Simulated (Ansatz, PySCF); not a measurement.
Spin states of BrOTa (SMILES [O]=[Ta][Br]), each relaxed with B3LYP-D3(BJ)/def2-TZVP.
State 1 (charge 0, multiplicity 3):
```
atom    x (Å)    y (Å)    z (Å)
----  -------  -------  -------
Ta     0.5323  -0.3218   0.3960
O      1.2383  -0.1024  -1.1484
Br    -1.8038   0.4716   0.6820
```
State 2 (charge 0, multiplicity 1):
```xyz
3

Ta     0.558    -0.348     0.448
O      1.130    -0.068    -1.128
Br    -1.721     0.463     0.610
```

| level | energy of the multiplicity-1 state less that of the multiplicity-3 state (kJ/mol) | cost |
|---|---|---|
| BLYP-D4/def2-TZVPP | 7.7 | ×1 |
| r2SCAN-D3(BJ)/def2-TZVPP | 55.9 | ×2 |
| r2SCAN-D4/def2-TZVPP | 55.9 | ×2 |
| r2SCANh/def2-TZVPP | 59.3 | ×2 |
| B3LYP/def2-TZVPP | 21.7 | ×1 |
| B3LYP-D4/def2-TZVPP | 21.3 | ×1 |
| PBE0/def2-TZVPP | 40.9 | ×1 |
| PBE0-D3(BJ)/def2-TZVPP | 40.8 | ×1 |
| BHLYP-D3(BJ)/def2-TZVPP | 41.2 | ×1 |
| CAM-B3LYP/def2-TZVPP | 26.4 | ×1 |
| wB97M-V/def2-TZVPP | 15.9 | ×4 |
| B2PLYP/def2-TZVPP | 12.9 | ×2 |
| CCSD(T)/def2-TZVPP | -5.1 | ×40 |
| CCSD(T)/CBS(def2-TZVPP, def2-QZVPP) | -3.8 | ×500 |

The rows run from -5.1 (CCSD(T)/def2-TZVPP) to 59.3 kJ/mol (r2SCANh/def2-TZVPP). The dispersion term adds -0.4 in B3LYP-D4, -0.1 in PBE0-D3(BJ). The 6 functionals in def2-TZVPP without D3 or D4 span 46.4, from B2PLYP to r2SCANh.

Singlets are restricted, other states unrestricted; no spin–orbit coupling, no relativity up to Kr; see below for the cores. The largest T1 diagnostic is 0.029.

Correlated levels freeze the inner cores; with def2 sets outer-core shells near the valence are correlated too. CBS(a, b) extrapolates the correlation energy as X⁻³ and adds the Hartree–Fock energy of set b.

Doubts at one or more of the structures used: a restricted determinant that unrestricted orbitals would lower (B2PLYP/def2-TZVPP, CCSD(T)/def2-TZVPP, CCSD(T)/CBS(def2-TZVPP, def2-QZVPP)).

Programs: Ansatz (Gaussian orbitals); PySCF for the dispersion terms. Each number belongs to the level named beside it. In def2 rows elements past Kr take small-core potentials, without spin–orbit coupling.

Costs are rough ratios of core time to PBE/def2-TZVPP (about 23 s over the structures, on one shared machine); a dash marks a level with no comparable run of its own.

Ansatz is a first-principles code.
